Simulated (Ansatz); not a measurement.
Zn₂Cu. The state is a quartet with charge 0. Geometry PBE-D4/def2-TZVP; atoms count from 1.

```xyz
3

Cu    0.213   -1.011   -0.916
Zn    1.062    0.857    0.342
Zn   -1.275    0.154    0.573
```

At PBE0-D4/def2-TZVP a doublet of charge 0 lies 2.10 eV below the quartet, each at its own geometry. The structure comes from a short search, and lower isomers may exist.

(1) Estimate the Mulliken populations from the PBE0/def2-TZVP orbitals of Ansatz.

(2) Where does the spin sit?

(3) And the Mayer bond orders between heavy atoms (over 0.3)?

Results:

(1) 
| atom | charge (e) | spin (α − β) | d electrons |
| --- | --- | --- | --- |
| Cu1 | 0.08 | 0.66 | 9.85 |
| Zn2 | -0.04 | 1.17 | 10.01 |
| Zn3 | -0.04 | 1.17 | 10.01 |
Mulliken values depend strongly on the basis.

(2) Summed by element: Cu 0.66, Zn 2.34, of 3 unpaired in all. Largest on single atoms: Zn3 1.17, Zn2 1.17, Cu1 0.66.

(3) Cu1–Zn2 0.62 (2.41 Å); Cu1–Zn3 0.62 (2.41 Å); Zn2–Zn3 1.13 (2.45 Å).
